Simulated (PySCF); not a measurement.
Isomers of C4H10Ge.

All values: B3LYP/def2-SVPD (PySCF) at PBE0-D3(BJ)/def2-SVP geometries, gas phase, one conformer each. Core orbitals are frozen in the response; Δα² is half the sum of the squared differences of the principal polarisabilities. The calculation is non-relativistic, for germanium too.

Question: Rank by polarisability anisotropy Δα, highest first.
A. `[CH2:1]=[C:2]([GeH3:3])[CH2:4][CH3:5]` with C1–C2–C4–C5 121°
B. `[CH2:1]=[CH:2][GeH2:3][CH2:4][CH3:5]` with C1–C2–Ge3–C4 114°, C2–Ge3–C4–C5 178°
C. `[CH3:1][CH2:2]/[CH:3]=[CH:4]/[GeH3:5]` with C1–C2–C3–C4 -122°
D. `C[C@@H]1C[C@@H]1[GeH3]`

Answer: C (6.15 Å³), B (5.03 Å³), A (3.44 Å³), D (2.56 Å³).

Question: Rank by HOMO–LUMO gap, highest first.
A. `[CH3:1][C@@H:2]1[CH2:3][CH2:4][GeH2:5]1` with C1–C2–C3–C4 -151°, C2–C3–C4–Ge5 23°, C3–C4–Ge5–C2 -18°, C1–C2–Ge5–C4 140°
B. `C1[C@H]([C@H]1[GeH3])C`
C. `[CH2:1]=[CH:2][GeH2:3][CH2:4][CH3:5]` with C1–C2–Ge3–C4 114°, C2–Ge3–C4–C5 178°

Answer: B (7.88 eV), A (7.24 eV), C (6.91 eV).

Question: Rank by HOMO energy, lowest first.
A. `[CH2:1]=[CH:2][GeH2:3][CH2:4][CH3:5]` with C1–C2–Ge3–C4 114°, C2–Ge3–C4–C5 178°
B. `[GeH3:1][CH:2]1[CH2:3][CH2:4][CH2:5]1` with Ge1–C2–C3–C4 99°, C2–C3–C4–C5 17°, C3–C4–C5–C2 -17°, Ge1–C2–C5–C4 -99°
C. `[CH3:1][C@@H:2]1[CH2:3][CH2:4][GeH2:5]1` with C1–C2–C3–C4 -151°, C2–C3–C4–Ge5 23°, C3–C4–Ge5–C2 -18°, C1–C2–Ge5–C4 140°

Answer: B (-7.69 eV), A (-7.41 eV), C (-7.22 eV).

All values together:

| SMILES | μ (D) | HOMO (eV) | LUMO (eV) | α (Å³) | Δα (Å³) | ΔSCF removal energy (eV) |
| --- | --- | --- | --- | --- | --- | --- |
| C=[CH][GeH2][CH2]C | 0.74 | -7.41 | -0.50 | 12.38 | 5.03 | 9.42 |
| C[C@@H]1C[CH2][GeH2]1 | 0.44 | -7.22 | 0.02 | 11.91 | 2.69 | 9.35 |
| CC/C=[CH]/[GeH3] | 1.19 | -7.24 | -0.38 | 12.71 | 6.15 | 9.35 |
| [GeH3][CH]1CCC1 | 0.92 | -7.69 | 0.17 | 11.68 | 2.49 | 9.77 |
| C[C@@H]1C[C@@H]1[GeH3] | 0.93 | -7.69 | 0.19 | 11.73 | 2.56 | 9.80 |
| C=[C]([GeH3])CC | 0.77 | -7.30 | -0.40 | 12.33 | 3.44 | 9.46 |

Conformers: `[CH2:1]=[CH:2][GeH2:3][CH2:4][CH3:5]` with C1–C2–Ge3–C4 114°, C2–Ge3–C4–C5 178°; `[CH3:1][C@@H:2]1[CH2:3][CH2:4][GeH2:5]1` with C1–C2–C3–C4 -151°, C2–C3–C4–Ge5 23°, C3–C4–Ge5–C2 -18°, C1–C2–Ge5–C4 140°; `[CH3:1][CH2:2]/[CH:3]=[CH:4]/[GeH3:5]` with C1–C2–C3–C4 -122°; `[GeH3:1][CH:2]1[CH2:3][CH2:4][CH2:5]1` with Ge1–C2–C3–C4 99°, C2–C3–C4–C5 17°, C3–C4–C5–C2 -17°, Ge1–C2–C5–C4 -99°; `[CH2:1]=[C:2]([GeH3:3])[CH2:4][CH3:5]` with C1–C2–C4–C5 121°.
